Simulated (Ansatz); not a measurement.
C2H7OS (SMILES CS(C)=[OH+]), charge +1, singlet, at a GFN2-xTB geometry; MP2/STO-3G in Ansatz (a program for electronic structure).

Ansatz was given this input:
Ansatz 0.2 input:
```yaml
crystal:
  periodic: [false, false, false]
  atoms:
    - {symbol: C, position_ang: [1.40171610, -0.75481551, -0.13144872]}
    - {symbol: S, position_ang: [-0.02631153, 0.13107076, 0.51316754]}
    - {symbol: C, position_ang: [-1.33721783, -0.83710786, -0.25086280]}
    - {symbol: O, position_ang: [-0.02031928, 1.38387242, -0.48762225]}
    - {symbol: H, position_ang: [2.30606292, -0.23659248, 0.17712055]}
    - {symbol: H, position_ang: [1.41064987, -1.75703652, 0.28732886]}
    - {symbol: H, position_ang: [1.35483657, -0.79600116, -1.21589801]}
    - {symbol: H, position_ang: [-1.19383558, -0.87257702, -1.32701691]}
    - {symbol: H, position_ang: [-2.29439263, -0.37481498, -0.02345354]}
    - {symbol: H, position_ang: [-1.32246003, -1.83915389, 0.16816870]}
    - {symbol: H, position_ang: [-0.06431200, 2.25960481, -0.08208314]}
basis:
  gaussian:
    orbitals: STO-3G
total_charge: 1
correlation: {method: mp2}
magnetization: {spin_polarized: true}
```

What the program printed (banner, timings and long lists left out):

```
Functional definition: HF
410 factors; integrals over basis functions are off by at most 2.5e-5 eV
mean field evaluation 1: about -14846.7405 eV, gradient 1.6e1 eV
mean field evaluation 2: about -14846.9106 eV, gradient 1.6e1 eV
mean field evaluation 4: about -14848.8331 eV, gradient 9.2e-1 eV
mean field evaluation 8: about -14848.8429 eV, gradient 3.2e-6 eV
mean field -14848.84290529 eV, -545.6849118622 hartree, gradient 2.8e-6 eV, S^2 0.000000; 0 other end points of the search recorded, 0 dependent functions left out
8 core orbitals not correlated
reference -14848.84290529 eV, -545.6849118622 hartree; 13, 13 occupied and 10, 10 virtual orbitals, 410 factors
second order -4.70479368 eV of doubles, -0.00000000 eV of singles
Total energy: -14853.54769897 eV, -545.8578098408 hartree
```
